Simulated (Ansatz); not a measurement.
Ansatz (a quantum-chemistry and plane-wave program) input for C2H9FOSi2, SMILES C[Si@@H]([C@H](F)[SiH3])O, r2SCAN-D4/def2-SVP. 

Ansatz 0.2 input:
```yaml
crystal:
  periodic: [false, false, false]
  atoms:
    - {symbol: C, position_ang: [-2.08162531, -0.17329725, -0.80224618]}
    - {symbol: Si, position_ang: [-0.61439273, -0.97568568, 0.08757791]}
    - {symbol: O, position_ang: [-1.00300808, -1.52277847, 1.57065674]}
    - {symbol: C, position_ang: [0.74143736, 0.33453162, 0.41989651]}
    - {symbol: F, position_ang: [0.12984604, 1.48083852, 0.95507414]}
    - {symbol: Si, position_ang: [1.78606435, 0.89637500, -1.07781961]}
    - {symbol: H, position_ang: [-2.90697701, -0.87047538, -0.91934658]}
    - {symbol: H, position_ang: [-1.80350634, 0.17261323, -1.79197957]}
    - {symbol: H, position_ang: [-2.44919119, 0.68571880, -0.24685628]}
    - {symbol: H, position_ang: [-0.04196782, -2.07434636, -0.69842124]}
    - {symbol: H, position_ang: [-1.81960138, -1.97914261, 1.75341142]}
    - {symbol: H, position_ang: [1.39704609, -0.02588791, 1.21851835]}
    - {symbol: H, position_ang: [2.51581700, -0.27384721, -1.56715087]}
    - {symbol: H, position_ang: [0.89270126, 1.41948969, -2.11167325]}
    - {symbol: H, position_ang: [2.70885453, 1.94350203, -0.63994147]}
basis:
  gaussian:
    orbitals: def2-SVP
hamiltonian:
  xc: r2scan
  dispersion: d4
relax: {f_tol: 0.002, max_steps: 200}
```

Program output:

```
[...]
relax step   3: F+E_penalty+E_count = -22725.66729937 eV  Δ(F+E_penalty+E_count) = -1.573e-2 eV  max|allowed force component| = 2.973e-1 eV/Å  Δτ_max = 0.0346 Å  (31 SCF iters, accepted)
these checks for a lower state are left out or cut short: starts, cluster_reference, orbital_swaps, neighbouring_geometries, increment
integrals: 0.09 GiB planned
1521 factors; their error is unknown
mean field: 0.49 GiB planned
mean field -22725.57744144 eV, -835.1495670234 hartree, gradient 7.3e-6 eV, S^2 0.000000; 0 other end points of the search recorded, 0 dependent functions left out
the calculation of the forces begins
reference -22725.57745310 eV, -835.1495674519 hartree; 33, 33 occupied and 104, 104 virtual orbitals, 1521 factors
relax step   4: F+E_penalty+E_count = -22725.66926487 eV  Δ(F+E_penalty+E_count) = -1.965e-3 eV  max|allowed force component| = 3.974e-1 eV/Å  Δτ_max = 0.0493 Å  (31 SCF iters, accepted)
these checks for a lower state are left out or cut short: starts, cluster_reference, orbital_swaps, neighbouring_geometries, increment
integrals: 0.09 GiB planned
1521 factors; their error is unknown
mean field: 0.49 GiB planned
mean field -22725.58180262 eV, -835.1497272937 hartree, gradient 7.2e-6 eV, S^2 0.000000; 0 other end points of the search recorded, 0 dependent functions left out
the calculation of the forces begins
reference -22725.58181428 eV, -835.1497277223 hartree; 33, 33 occupied and 104, 104 virtual orbitals, 1521 factors
relax step   5: F+E_penalty+E_count = -22725.67356272 eV  Δ(F+E_penalty+E_count) = -4.298e-3 eV  max|allowed force component| = 7.248e-2 eV/Å  Δτ_max = 0.0226 Å  (31 SCF iters, accepted)
these checks for a lower state are left out or cut short: starts, cluster_reference, orbital_swaps, neighbouring_geometries, increment
integrals: 0.09 GiB planned
1521 factors; their error is unknown
mean field: 0.49 GiB planned
mean field -22725.58214680 eV, -835.1497399419 hartree, gradient 7.2e-6 eV, S^2 0.000000; 0 other end points of the search recorded, 0 dependent functions left out
the calculation of the forces begins
reference -22725.58215846 eV, -835.1497403707 hartree; 33, 33 occupied and 104, 104 virtual orbitals, 1521 factors
relax step   6: F+E_penalty+E_count = -22725.67391334 eV  Δ(F+E_penalty+E_count) = -3.506e-4 eV  max|allowed force component| = 2.232e-2 eV/Å  Δτ_max = 0.0094 Å  (32 SCF iters, accepted)
these checks for a lower state are left out or cut short: starts, cluster_reference, orbital_swaps, neighbouring_geometries, increment
integrals: 0.09 GiB planned
1521 factors; their error is unknown
mean field: 0.49 GiB planned
mean field -22725.58226538 eV, -835.1497442999 hartree, gradient 1.0e-5 eV, S^2 0.000000; 0 other end points of the search recorded, 0 dependent functions left out
the calculation of the forces begins
reference -22725.58227705 eV, -835.1497447287 hartree; 33, 33 occupied and 104, 104 virtual orbitals, 1521 factors
relax step   7: F+E_penalty+E_count = -22725.67403444 eV  Δ(F+E_penalty+E_count) = -1.211e-4 eV  max|allowed force component| = 2.246e-2 eV/Å  Δτ_max = 0.0063 Å  (23 SCF iters, accepted)
these checks for a lower state are left out or cut short: starts, cluster_reference, orbital_swaps, neighbouring_geometries, increment
integrals: 0.09 GiB planned
1521 factors; their error is unknown
mean field: 0.49 GiB planned
mean field evaluation 64: about -22725.5824 eV, gradient 7.3e-5 eV
mean field -22725.58244845 eV, -835.1497510276 hartree, gradient 7.3e-6 eV, S^2 0.000000; 0 other end points of the search recorded, 0 dependent functions left out
the calculation of the forces begins
reference -22725.58246012 eV, -835.1497514564 hartree; 33, 33 occupied and 104, 104 virtual orbitals, 1521 factors
relax step   8: F+E_penalty+E_count = -22725.67421758 eV  Δ(F+E_penalty+E_count) = -1.831e-4 eV  max|allowed force component| = 1.079e-2 eV/Å  Δτ_max = 0.0160 Å  (31 SCF iters, accepted)
these checks for a lower state are left out or cut short: starts, cluster_reference, orbital_swaps, neighbouring_geometries, increment
integrals: 0.09 GiB planned
1521 factors; their error is unknown
mean field: 0.49 GiB planned
mean field -22725.58254045 eV, -835.1497544086 hartree, gradient 7.3e-6 eV, S^2 0.000000; 0 other end points of the search recorded, 0 dependent functions left out
the calculation of the forces begins
reference -22725.58255213 eV, -835.1497548375 hartree; 33, 33 occupied and 104, 104 virtual orbitals, 1521 factors
relax step   9: F+E_penalty+E_count = -22725.67431903 eV  Δ(F+E_penalty+E_count) = -1.015e-4 eV  max|allowed force component| = 7.912e-3 eV/Å  Δτ_max = 0.0192 Å  (31 SCF iters, accepted)
these checks for a lower state are left out or cut short: starts, cluster_reference, orbital_swaps, neighbouring_geometries, increment
integrals: 0.09 GiB planned
1521 factors; their error is unknown
mean field: 0.49 GiB planned
mean field -22725.58260197 eV, -835.1497566692 hartree, gradient 7.3e-6 eV, S^2 0.000000; 0 other end points of the search recorded, 0 dependent functions left out
the calculation of the forces begins
reference -22725.58261364 eV, -835.1497570982 hartree; 33, 33 occupied and 104, 104 virtual orbitals, 1521 factors
relax step  10: F+E_penalty+E_count = -22725.67437772 eV  Δ(F+E_penalty+E_count) = -5.869e-5 eV  max|allowed force component| = 5.579e-3 eV/Å  Δτ_max = 0.0142 Å  (31 SCF iters, accepted)
these checks for a lower state are left out or cut short: starts, cluster_reference, orbital_swaps, neighbouring_geometries, increment
integrals: 0.09 GiB planned
1521 factors; their error is unknown
mean field: 0.49 GiB planned
mean field -22725.58264172 eV, -835.1497581300 hartree, gradient 1.0e-5 eV, S^2 0.000000; 0 other end points of the search recorded, 0 dependent functions left out
the calculation of the forces begins
reference -22725.58265339 eV, -835.1497585589 hartree; 33, 33 occupied and 104, 104 virtual orbitals, 1521 factors
relax step  11: F+E_penalty+E_count = -22725.67441827 eV  Δ(F+E_penalty+E_count) = -4.055e-5 eV  max|allowed force component| = 4.346e-3 eV/Å  Δτ_max = 0.0076 Å  (22 SCF iters, accepted)
these checks for a lower state are left out or cut short: starts, cluster_reference, orbital_swaps, neighbouring_geometries, increment
integrals: 0.09 GiB planned
1521 factors; their error is unknown
mean field: 0.49 GiB planned
mean field -22725.58272025 eV, -835.1497610159 hartree, gradient 7.4e-6 eV, S^2 0.000000; 0 other end points of the search recorded, 0 dependent functions left out
the calculation of the forces begins
reference -22725.58273192 eV, -835.1497614449 hartree; 33, 33 occupied and 104, 104 virtual orbitals, 1521 factors
relax step  12: F+E_penalty+E_count = -22725.67448248 eV  Δ(F+E_penalty+E_count) = -6.421e-5 eV  max|allowed force component| = 7.800e-3 eV/Å  Δτ_max = 0.0192 Å  (31 SCF iters, accepted)
these checks for a lower state are left out or cut short: starts, cluster_reference, orbital_swaps, neighbouring_geometries, increment
integrals: 0.09 GiB planned
1521 factors; their error is unknown
mean field: 0.49 GiB planned
mean field evaluation 96: about -22725.6801 eV, gradient 2.1e-3 eV
mean field -22725.58277053 eV, -835.1497628636 hartree, gradient 7.4e-6 eV, S^2 0.000000; 0 other end points of the search recorded, 0 dependent functions left out
the calculation of the forces begins
reference -22725.58278220 eV, -835.1497632927 hartree; 33, 33 occupied and 104, 104 virtual orbitals, 1521 factors
relax step  13: F+E_penalty+E_count = -22725.67451178 eV  Δ(F+E_penalty+E_count) = -2.929e-5 eV  max|allowed force component| = 1.206e-2 eV/Å  Δτ_max = 0.0187 Å  (31 SCF iters, accepted)
these checks for a lower state are left out or cut short: starts, cluster_reference, orbital_swaps, neighbouring_geometries, increment
integrals: 0.09 GiB planned
1521 factors; their error is unknown
mean field: 0.49 GiB planned
mean field -22725.58280163 eV, -835.1497640068 hartree, gradient 7.4e-6 eV, S^2 0.000000; 0 other end points of the search recorded, 0 dependent functions left out
the calculation of the forces begins
reference -22725.58281331 eV, -835.1497644360 hartree; 33, 33 occupied and 104, 104 virtual orbitals, 1521 factors
relax step  14: F+E_penalty+E_count = -22725.67453080 eV  Δ(F+E_penalty+E_count) = -1.902e-5 eV  max|allowed force component| = 9.156e-3 eV/Å  Δτ_max = 0.0078 Å  (32 SCF iters, accepted)
these checks for a lower state are left out or cut short: starts, cluster_reference, orbital_swaps, neighbouring_geometries, increment
integrals: 0.09 GiB planned
1521 factors; their error is unknown
mean field: 0.49 GiB planned
mean field -22725.58281063 eV, -835.1497643373 hartree, gradient 1.5e-5 eV, S^2 0.000000; 0 other end points of the search recorded, 0 dependent functions left out
the calculation of the forces begins
reference -22725.58282231 eV, -835.1497647665 hartree; 33, 33 occupied and 104, 104 virtual orbitals, 1521 factors
relax step  15: F+E_penalty+E_count = -22725.67453677 eV  Δ(F+E_penalty+E_count) = -5.973e-6 eV  max|allowed force component| = 4.602e-3 eV/Å  Δτ_max = 0.0021 Å  (22 SCF iters, accepted)
these checks for a lower state are left out or cut short: starts, cluster_reference, orbital_swaps, neighbouring_geometries, increment
integrals: 0.09 GiB planned
1521 factors; their error is unknown
mean field: 0.49 GiB planned
mean field -22725.58281201 eV, -835.1497643882 hartree, gradient 8.8e-5 eV, S^2 0.000000; 0 other end points of the search recorded, 0 dependent functions left out
the calculation of the forces begins
reference -22725.58282369 eV, -835.1497648174 hartree; 33, 33 occupied and 104, 104 virtual orbitals, 1521 factors
relax step  16: F+E_penalty+E_count = -22725.67453858 eV  Δ(F+E_penalty+E_count) = -1.814e-6 eV  max|allowed force component| = 1.598e-3 eV/Å  Δτ_max = 0.0008 Å  (20 SCF iters, accepted)
integrals: 0.09 GiB planned
1521 factors; their error is unknown
mean field: 0.49 GiB planned
mean field evaluation 128: about -22725.6843 eV, gradient 1.5e-1 eV
mean field -22725.58281201 eV, -835.1497643882 hartree, gradient 8.8e-5 eV, S^2 0.000000; 1 other end points of the search recorded, 0 dependent functions left out
the calculation of the forces begins
reference -22725.58282369 eV, -835.1497648174 hartree; 33, 33 occupied and 104, 104 virtual orbitals, 1521 factors
Total energy: -22725.67455026 eV, -835.1531357067 hartree
Atom 0 at    -2.051585    -0.143553    -0.760949 Å, force     0.000293    -0.000296     0.000385 eV/Å
Atom 1 at    -0.617220    -0.967622     0.103069 Å, force    -0.001305     0.000058    -0.000600 eV/Å
Atom 2 at    -1.034601    -1.554690     1.610673 Å, force     0.000548     0.000456     0.001598 eV/Å
Atom 3 at     0.713980     0.339503     0.421586 Å, force     0.000069     0.001199     0.000055 eV/Å
Atom 4 at     0.054606     1.501044     0.903278 Å, force    -0.000104    -0.000817    -0.000023 eV/Å
Atom 5 at     1.768002     0.869969    -1.067647 Å, force     0.000332    -0.000520     0.000246 eV/Å
Atom 6 at    -2.929033    -0.804495    -0.848421 Å, force     0.000174     0.000161    -0.000038 eV/Å
Atom 7 at    -1.768596     0.169414    -1.779323 Å, force     0.000055     0.000065    -0.000298 eV/Å
Atom 8 at    -2.345587     0.757183    -0.199078 Å, force     0.000071    -0.000040    -0.000082 eV/Å
Atom 9 at    -0.022883    -2.052820    -0.744404 Å, force     0.000139     0.000147    -0.000188 eV/Å
Atom 10 at    -1.835227    -2.088124     1.669484 Å, force    -0.000061    -0.000265    -0.000771 eV/Å
Atom 11 at     1.386986    -0.023696     1.224217 Å, force     0.000144    -0.000162    -0.000034 eV/Å
Atom 12 at     2.603204    -0.281313    -1.525974 Å, force    -0.000059    -0.000019    -0.000225 eV/Å
Atom 13 at     0.880837     1.310200    -2.185285 Å, force     0.000041     0.000067    -0.000050 eV/Å
Atom 14 at     2.648613     2.006608    -0.671525 Å, force    -0.000336    -0.000033     0.000024 eV/Å
Dipole moment:    -0.225376    -0.323859    -0.162169 e Å
```

The calculation finished and met its thresholds.
